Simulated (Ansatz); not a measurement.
System (SMILES): [BH]F (BH-F), doublet.
Atoms: B1, F2, H3. Bonds: B1-F2, B1-H3.

Basis-set convergence of the highest harmonic wavenumber at PBE with Ansatz (a quantum-chemistry and plane-wave program). Each level at its own minimum, finite differences of forces, unscaled; the reference is a large set that could be run, not a limit. Cartesian d functions, on some or all atoms, in 6-31G**; all else is spherical. The program fits the integrals of some runs and decomposes those of others, by size. Open shells are unrestricted. No added dispersion term, no relativity. Reference: the value in def2-QZVPPD, 2456 cm⁻¹. Deviations are taken from unrounded values.

```csv
basis,functions,highest harmonic wavenumber (cm⁻¹),minus reference (cm⁻¹)
STO-3G,11,2799,343
cc-pVDZ,33,2456,-1
def2-SVP,33,2462,6
6-31G**,35,2470,14
6-311G**,42,2452,-4
6-311+G**,50,2469,13
def2-SVPD,51,2474,17
aug-cc-pVDZ,55,2469,13
aug-pcseg-1,55,2494,38
"6-311++G(2d,2p)",64,2461,4
def2-TZVP,68,2462,5
cc-pVTZ,74,2456,-1
pcseg-2,74,2460,3
def2-TZVPD,86,2462,6
def2-TZVPPD,94,2461,5
aug-pcseg-2,115,2462,5
cc-pVQZ,140,2456,0
def2-QZVPPD,162,2456,0
```

The smallest set listed that lies within 50 cm⁻¹ of the reference with all its larger relatives (same family, alike in diffuse functions; a set with none counts only in the reference's own line) is cc-pVDZ (33 functions, -1 cm⁻¹ off), level with def2-SVP. (Relatives not listed, tested too: def2-TZVPP 2, jun-cc-pV(T+d)Z 4, 6-311++G(3df,3pd) 8, aug-cc-pVTZ 5, def2-QZVP -2, def2-QZVPP -2, pcseg-3 0 cm⁻¹.)
